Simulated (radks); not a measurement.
Question: Kr4+, 32 electrons, occupied as [Ar] 3d10 4s2 4p2. All-electron calculation, Dirac Kohn-Sham, OLYP, spin-unpolarised, spherical densities, finite nucleus; open shells are shared between the two j in proportion to 2j + 1; Fermi nuclear charge, rms radius 4.1884 fm. Program: a radial shooting solver on a logarithmic mesh with Libxc functionals. Some entries of the table are withheld. Estimate them.

| orbital | occ. | eigenvalue (hartree) | <1/r> (bohr^-1) |
|---|---|---|---|
| 1s1/2 | 2 | -522.2123 | 36.76 |
| 2s1/2 | 2 | -70.67039 | 8.230 |
| 2p1/2 | 2 | (1) | 8.198 |
| 2p3/2 | 4 | (2) | 7.913 |
| 3s1/2 | 2 | -11.81262 | 2.718 |
| 3p1/2 | 2 | -9.48296 | 2.605 |
| 3p3/2 | 4 | -9.19064 | 2.537 |
| 3d3/2 | 4 | -5.12974 | (3) |
| 3d5/2 | 6 | -5.08112 | (4) |
| 4s1/2 | 2 | -2.67603 | 0.9371 |
| 4p1/2 | 0.666667 | -2.09596 | 0.8355 |
| 4p3/2 | 1.33333 | -2.05982 | 0.8208 |

Answer: 
(1) 2p1/2 eigenvalue (hartree): -64.08529
(2) 2p3/2 eigenvalue (hartree): -62.10679
(3) 3d3/2 <1/r> (bohr^-1): 2.298
(4) 3d5/2 <1/r> (bohr^-1): 2.280
